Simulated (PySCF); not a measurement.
## Bi(CN)3 relaxed at several levels

Computed with PySCF 2.14.0, def2-SVP on the ligands, density fitting, scalar-relativistic core potentials, no spin-orbit coupling, vacuum. Each row is relaxed at its own level from the same template. Distances are means of the shortest metal–ligand contacts, charges and spins Mulliken's; removal energies are rigid, with the ligand's formal charge and no counterpoise, so too large; for an anion taken off a cation in vacuum most of it is the attraction of opposite charges, and multiply charged cations can part far more cheaply with an electron moved from ligand to metal.

```tsv
level	basis on the metal	point group	M–CN (Å)	charge on M (e)	dipole (D)	HOMO–LUMO gap (eV)	removal of one CN (eV)	strongest infrared band, degenerate modes summed (cm⁻¹)	unstable modes (below −25 cm⁻¹)
PBE0	def2-SVP with ECP60	C3v	2.222	1.06	6.40	7.15	9.39	396	0
```

What does the calculation give for r2SCAN, def2-SVP with ECP60?

point group: C3v, M–CN (Å): 2.233, charge on M (e): 1.07, dipole (D): 6.42, HOMO–LUMO gap (eV): 5.46, removal of one CN (eV): 9.35, unstable modes (below −25 cm⁻¹): not given.
```xyz
7

Bi    0.0000    0.0000    1.2015
C     1.8616    0.0000   -0.0324
N     2.9005    0.0000   -0.5619
C    -0.9308    1.6122   -0.0324
N    -1.4502    2.5119   -0.5619
C    -0.9308   -1.6122   -0.0324
N    -1.4503   -2.5119   -0.5619
```

Moved off a saddle point of the template and relaxed again: PBE0, r2SCAN. One start shape was tried for each, so a minimum needn't be the lowest isomer.
